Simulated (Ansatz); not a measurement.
Consider the redistribution: `[OH][Zr]([OH])([OH])[F]` + `ClBBr` → `[OH][Zr]([OH])([OH])[Cl]` + `FBBr`.

Calculated with Ansatz (gas phase, PBE0-D4/def2-TZVP geometries, no zero-point term in ΔE). CBS: MP2 limit from def2 TZ/QZ plus the TZ coupled-cluster correction, frozen cores. DFT in def2-TZVPP. B3LYP here is the variant with VWN-RPA as its local correlation; programs differ in this. Elements past krypton have def2 core potentials. For Br, Zr outer-core shells are correlated without core-valence functions, which leaves a few kJ/mol of doubt a bond. Scalar relativity is left out up to krypton. Each species was taken in one conformer, which may not be the lowest.

`[OH][Zr]([OH])([OH])[F]`:

Z-matrix (Å, degrees):
```
Zr
O 1 1.920
O 1 1.920 2 110.4
O 1 1.920 2 110.4 3 122.3
F 1 1.921 2 108.6 3 -118.9
H 2 0.952 1 167.1 3 -15.9
H 3 0.952 1 167.4 2 106.7
H 4 0.952 1 167.4 2 -16.4
```

`ClBBr`:

Cartesian coordinates in Å:
```
Cl -0.261 -0.837 1.452
B -0.144 0.047 -0.030
Br 1.519 0.254 -0.915
H -1.114 0.535 -0.507
```

`[OH][Zr]([OH])([OH])[Cl]`:

```xyz
8

O    -1.824   -0.168   -0.080
Zr    0.076   -0.298    0.089
O     0.909    0.079   -1.590
O     0.699    0.929    1.417
Cl    0.645   -2.512    0.755
H    -2.744    0.059    0.014
H     1.093    0.289   -2.501
H     1.145    1.622    1.895
```

`FBBr`:

```xyz
4

F     0.451    0.399   -1.235
B    -0.110    0.090   -0.094
Br    0.882   -0.923    1.179
H    -1.223    0.434    0.149
```

Task: Is it downhill or uphill in electronic energy at CCSD(T)/CBS, and by how much? (Best estimate.)

Result: Computed: Downhill: ΔE = -43.6 kJ/mol.

Task: What do these levels give: r2SCAN-D4, PBE0-D4, BLYP, B3LYP, MP2/def2-TZVPP, HF/def2-QZVPP? (Best estimate.)

Result: The calculation gave: r2SCAN-D4 -43.4, PBE0-D4 -42.8, BLYP -39.0, B3LYP -44.3, MP2/def2-TZVPP -44.7, HF/def2-QZVPP -62.3 kJ/mol.

Largest T1 diagnostic among the species: 0.017.

From r2SCAN to r2SCAN0 (25 % exact exchange), in def2-TZVPP and without D4, ΔE moves by −4.4 kJ/mol. In def2-TZVPP, CCSD(T) changes the Hartree–Fock value by +16.2 kJ/mol (the triples alone add +1.4 kJ/mol) and MP2 by +17.8 kJ/mol.
